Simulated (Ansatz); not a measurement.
Two isomers of CH9GeNSi: A = `C[SiH2][NH][GeH3]`, B = `NC[SiH2][GeH3]`.

Gas-phase electronic energies from Ansatz, PBE0-D4/def2-TZVP geometries. CBS: MP2 limit from def2 TZ/QZ plus the TZ coupled-cluster correction, frozen cores. DFT in def2-TZVPP. For Ge outer-core shells are correlated without core-valence functions, which leaves a few kJ/mol of doubt a bond. Scalar relativity is left out up to krypton. One conformer a species, not always the lowest.

Which isomer does CCSD(T)/CBS put lower? Give the gap. (Best estimate.)

Computed: A, by 136.5 kJ/mol.

Give E(B) − E(A) in kJ/mol with PBE0-D4, PBE-D4, CCSD/def2-TZVPP, MP2/def2-TZVPP, r2SCAN-D4, ωB97M-V, CCSD(T)/def2-TZVPP. (Estimate.)

Computed: PBE0-D4 119.6, PBE-D4 111.3, CCSD/def2-TZVPP 139.8, MP2/def2-TZVPP 148.4, r2SCAN-D4 130.7, ωB97M-V 135.6, CCSD(T)/def2-TZVPP 138.0. None reverses the order clearly.

Largest T1 diagnostic: 0.011.

In def2-TZVPP, CCSD(T) changes the Hartree–Fock value by −17.4 kJ/mol (the triples alone add −1.8 kJ/mol) and MP2 by −7.0 kJ/mol. From PBE to PBE0 (25 % exact exchange), in def2-TZVPP and without D4, E(B) − E(A) moves by +8.5 kJ/mol.
